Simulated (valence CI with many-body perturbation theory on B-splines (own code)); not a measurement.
The numbers below are computed, except where a source is named.
# Pd VI: what the settings do

Method: configuration interaction combined with many-body perturbation theory (CI+MBPT): five valence electrons over a frozen Dirac-Fock core [Kr], a basis of 6 s, 6 p, 5 d, 5 f, 1 g functions for each j, with the one-electron correlation potential Σ1 (screened to all orders), the two-electron term Σ2, the three-electron term Σ3, Breit, model QED; selected single and double excitations, second order for the rest, scaled by the run's own slope (own B-spline code, finite nucleus).

No measured spectrum was set against this ion. As an estimate, terms of the open shell hold to 2 to 4 % of their energy, and close levels can change places; different configurations can be misplaced against each other by 1,000 to 8,000 cm⁻¹. Among the levels kept, up to 540 cm⁻¹ of a level comes from second order outside the variational space, and about a tenth of that is noise between levels of different J, which matters for small intervals. Only levels of the ground parity were solved; by the run's estimate the other parity begins above the list, which can be wrong where configurations are misplaced.

The reference run has the lowest level 4d5 6S_5/2 and an ionisation energy of 83.8378 eV. Its largest variational space holds 9996 state functions.

Names give the largest LS component (configuration and term), which can be under half, so a name can repeat, a term be missing and a line seem to break the LS rules; names also repeat where a configuration has a term twice.

Changed runs:
A. lowest core n in screening and Σ2 2 → 2
B. correlating orbitals by l 3 3 3 3 1 → 4 4 0 0 0
C. selection threshold (hartree) 2e-08 → 1e-05; averaging of valence orbitals over low configurations on → off
D. start configuration 4d5 → 4s5 (bad on purpose)

Excitation energies of the reference run in cm⁻¹, and shifts in cm⁻¹:

```
                 Level  Reference  A        B        C
            4d5 4G_5/2      27625  0    +2032      -71
            4d5 4G_7/2      28210  0    +1960      -71
           4d5 4G_11/2      28413  0    +1935      +59
            4d5 4G_9/2      28553  0    +1926      -69
            4d5 4P_5/2      30860  0    +2893      -40
            4d5 4P_3/2      31703  0    +2902      -35
            4d5 4P_1/2      32977  0    +2944      +58
            4d5 4D_7/2      34422  0    +2730      -60
            4d5 4D_1/2      36152  0    +2857      +51
            4d5 4D_5/2      36829  0    +2958      -50
            4d5 4D_3/2      37080  0    +2924      -41
           4d5 2I_11/2      40400  0    +2574      +67
Ionisation energy (eV)    83.8378  0  +0.1572  +0.0088
```

No effect on these energies: A.

Run D: It gave no result: a shell was given more electrons than it holds. The program said: "a valence shell holds more than 4l+2 electrons".
